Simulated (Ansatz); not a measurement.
Geometry optimisation, RKS PBE0-D4/def2-SVP in Ansatz 0.2.0.

input.yaml

```yaml
crystal:
  periodic: [false, false, false]
  atoms:
    - { symbol: Ga, position_ang: [-0.877054, 0.914438, 0.577369] }
    - { symbol: H, position_ang: [1.509159, -0.365837, 1.211328] }
    - { symbol: O, position_ang: [1.882644, -0.167771, 0.325101] }
    - { symbol: H, position_ang: [1.245804, -0.634532, -0.254855] }
    - { symbol: O, position_ang: [-0.685062, -0.566471, -0.491812] }
    - { symbol: H, position_ang: [-1.391092, -0.978427, -1.00513] }
basis:
  gaussian: { orbitals: def2-SVP }
hamiltonian:
  xc: pbe0
  dispersion: d4
relax:
  f_tol: 0.03
  max_steps: 50
```

Run as:

```bash
$ ansatz run input.yaml --threads 1 --pin off --max-ram 2048MiB --backend cpu --events-out ev --progress --plain --runs-dir out
```

Question: Where does it end, and by what steps?

Answer: The forces met the threshold. After 10 steps the energy has fallen by 0.252 eV; O3 moved furthest, 0.41 Å. Joined: Ga1–O3.

```tsv
step	energy less start (eV)	largest force component (eV/Å)	accepted
0	0.0000	0.814	yes
1	0.0101	2.625	no
2	-0.0661	0.864	yes
3	-0.1259	1.228	yes
4	-0.1712	1.067	yes
5	-0.1994	1.140	yes
6	-0.2342	0.744	yes
7	-0.2469	0.219	yes
8	-0.2500	0.183	yes
9	-0.2518	0.134	yes
10	-0.2525	0.025	yes
```

```xyz
6
Properties=species:S:1:pos:R:3
Ga -0.639 0.906 0.501
H 1.830 -0.462 1.190
O 1.518 0.011 0.409
H 1.026 -0.650 -0.136
O -0.650 -0.655 -0.539
H -1.400 -0.949 -1.064
```

Time of the run: 28 s on 1 thread of Arm Neoverse V2 (shared host), peak memory 0.14 GiB.
